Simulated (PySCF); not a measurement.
## Computed properties of Se(SH)(OSiH3) (H4OSSeSi), SMILES [SiH3]O[Se]S

Se(SH)(OSiH3) (H4OSSeSi), SMILES [SiH3]O[Se]S. Coordinates come from a PBE0-D3(BJ)/def2-SVP optimisation. This is a generated structure with no PubChem entry under its InChIKey; it may be hypothetical. Other conformers were not sampled. All values are computed for the isolated molecule unless a solvent is named; none is compared with measurement here.

**Structure.** All 18 harmonic modes at PBE0-D3(BJ)/def2-SVP (PySCF) are real, so it is a minimum. With heavy atoms numbered as in [Se:1]([SH:2])[O:4][SiH3:5], the shortest bond between them is O4–Si5 at 1.687 Å and the longest Se1–S2 at 2.177 Å.

**Vibrations.** The strongest infrared lines (harmonic, unscaled, degenerate partners summed) lie at 880 cm⁻¹ (364 km/mol, O 71 %, Si 26 %), 974 cm⁻¹ (166 km/mol, H 93 %), 2265 cm⁻¹ (121 km/mol, H 96 %). The softest mode is at 61 cm⁻¹ and the zero-point energy is 24.7 kcal/mol.

**Electronic structure.** HF/def2-TZVP (PySCF) places the frontier levels at -9.71 and 2.32 eV, a gap of 12.03 eV, and gives a dipole moment of 0.62 D and a mean polarisability of 69.3 bohr³. PBE/def2-TZVP (PySCF) at the same geometry gives -5.68 and -2.27 eV, so its gap is 8.62 eV narrower. An orbital gap is neither the optical nor the fundamental gap.

**Excitations.** TDA-B3LYP/def2-SVPD (PySCF) has S1 at 3.92 eV (316 nm, f = 0.002, dark); the most intense of the 10 singlets computed lies at 6.39 eV (f = 0.13). T1 (TDA) is at 3.17 eV, 0.75 eV under S1. TDA-PBE/def2-SVPD (PySCF) puts S1 at 3.73 eV. No vertical singlet excitation falls in the visible range (under 3.1 eV).

**NMR.** GIAO shifts at HF/pcSseg-1 (PySCF) (non-relativistic, atoms alike by connectivity averaged): ¹H from 4.7 to 5.0 ppm against TMS; ²⁹Si at -31.1 ppm against TMS.
